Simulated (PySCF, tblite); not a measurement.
Give a GFN2-xTB geometry of phenylsilane, `[SiH3]C1=CC=CC=C1`.

```xyz
15
C6H8Si angstrom
Si     2.474   -0.019    0.224
C      0.595   -0.012    0.049
C     -0.124   -1.190   -0.130
C     -1.502   -1.178   -0.253
C     -2.191    0.022   -0.198
C     -1.493    1.205   -0.022
C     -0.116    1.184    0.100
H      3.067    0.768   -0.861
H      2.950   -1.402    0.156
H      2.842    0.575    1.512
H      0.405   -2.132   -0.174
H     -2.040   -2.105   -0.391
H     -3.267    0.035   -0.293
H     -2.026    2.145    0.021
H      0.421    2.113    0.238
```

Orientation and origin are arbitrary. Atoms count from 1 in this order. The 7 heavy atoms lie in one plane (0.001 Å rms). The 6-membered ring C2–C3–C4–C5–C6–C7 has internal angles of 117.9° to 121.3°; it is planar, 0.00 Å rms from its mean plane, widest ring torsion 0°. Si1 (SiH3 silicon) is tetrahedral (angles from 108.8° to 110.0°).

Bonds between heavy atoms (Å): Si1–C2 1.886, C2–C3 1.392, C3–C4 1.383, C4–C5 1.384, C5–C6 1.385, C6–C7 1.383, C2–C7 1.393.

The geometry is computed with GFN2-xTB (gas phase).

Point group: Cs (every atom within 0.08 Å of its image). Its lowest GFN2-xTB frequency is 8 cm⁻¹, too small to tell a flat minimum from a shallow saddle.
